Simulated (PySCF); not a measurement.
PBE on Li⁻ (lithium, charge -1), [He] 2s2, closed-shell 1S. Computed with PySCF 2.14 in aug-cc-pVTZ with one added diffuse shell each of s, p, d, f type (6s5p4d3f, 62 functions), with no relativity, point nucleus.

```
cycle= 1 E= -7.47931346901676  delta_E= -0.000863  |g|= 0.00972  |ddm|= 0.376
cycle= 2 E= -7.45183418506354  delta_E= 0.0275  |g|= 0.0598  |ddm|= 1.31
cycle= 3 E= -7.47998808961393  delta_E= -0.0282  |g|= 0.00199  |ddm|= 1.18
cycle= 4 E= -7.47999956259616  delta_E= -1.15e-05  |g|= 0.00104  |ddm|= 0.0204
cycle= 5 E= -7.48000783054831  delta_E= -8.27e-06  |g|= 7.76e-05  |ddm|= 0.0114
cycle= 6 E= -7.48000788001945  delta_E= -4.95e-08  |g|= 6.08e-05  |ddm|= 0.00386
cycle= 7 E= -7.48000790772745  delta_E= -2.77e-08  |g|= 1.16e-05  |ddm|= 0.000976
cycle= 8 E= -7.480007908636  delta_E= -9.09e-10  |g|= 3.78e-07  |ddm|= 0.000101
converged SCF energy = -7.480007908636  <S^2> = -4.4408921e-15  2S+1 = 1
```

Highest occupied orbital energy: 0.787 eV; ⟨L²⟩ = 0.00; populations by l: s 4.00, p 0.00, d 0.00, f 0.00.

Q: Can this result be used?

A: With care. Self-consistency was reached. At PBE the highest occupied level has a positive energy, so only the finite basis holds that electron; in a semilocal or global hybrid functional this comes from self-interaction and does not mean that the real anion is unbound.
